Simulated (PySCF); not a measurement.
Zn(OH)(OSiH3) (H4O2SiZn), SMILES [OH][Zn][O][SiH3]. Atoms are numbered in the order given.

```xyz
8

Zn     0.4106     0.1358     0.7200
O      0.8328     0.7565     2.3148
H      1.6579     1.2510     2.3458
O     -0.0553    -0.5929    -0.8139
Si    -1.1260    -0.4008    -2.0426
H     -2.5464    -0.5287    -1.5750
H     -0.8880    -1.4404    -3.0897
H     -0.9976     0.9472    -2.6917
```

Geometry optimised at PBE0-D3(BJ)/def2-SVP. The structure was generated by enumeration; whether it is a known compound was not checked. One conformer was computed; it need not be the lowest.

Method: PBE0/def2-TZVP run with PySCF.

Isolated molecule, no solvent.

Computed frontier levels, gap, dipole moment and polarisability:
The highest occupied level is -8.34 eV. The lowest empty level is -1.33 eV. The orbital gap comes out as 7.01 eV, the dipole moment is 1.65 D and the quadrupole, principal values (traceless, Buckingham form, about the centre of nuclear charge) is -10.38, 1.72, 8.66 D·Å. The mean static polarisability is 53.1 bohr³ (7.87 Å³) and the polarisability, principal values is 45.4, 45.9, 68.0 bohr³.
